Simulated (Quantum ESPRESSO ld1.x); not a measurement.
Problem. Coherent X-ray form factor from a spherical all-electron density. All-electron calculation, scalar-relativistic Kohn-Sham, LDA (Slater exchange, Perdew-Zunger correlation), spin-polarised, spherical densities, point nucleus. Program: ld1.x of Quantum ESPRESSO 7.5.

sin(theta)/lambda (1/angstrom)  f0 (electrons)
0.05                                    38.782
0.1                                     38.142
0.15                                    37.124
0.2                                     35.794
0.25                                    34.233
0.3                                     32.526
0.4                                     28.995
0.5                                     25.705
0.6                                     22.913
0.8                                     18.819
1                                       15.938
1.25                                    12.967
1.5                                     10.436
2                                        7.086

The species is in the configuration that NIST lists as its ground one. Which atom or ion scatters so?

Solution. The indium ion In10+, [Kr] 4d3. Extrapolating in s^2 from the first two rows gives f0(0) = 39.0, near the electron count 39; among species with that count, the fall with angle is slower the higher Z, and the table is that of Z = 49; from so few rows the species is fixed only to a neighbour or two.
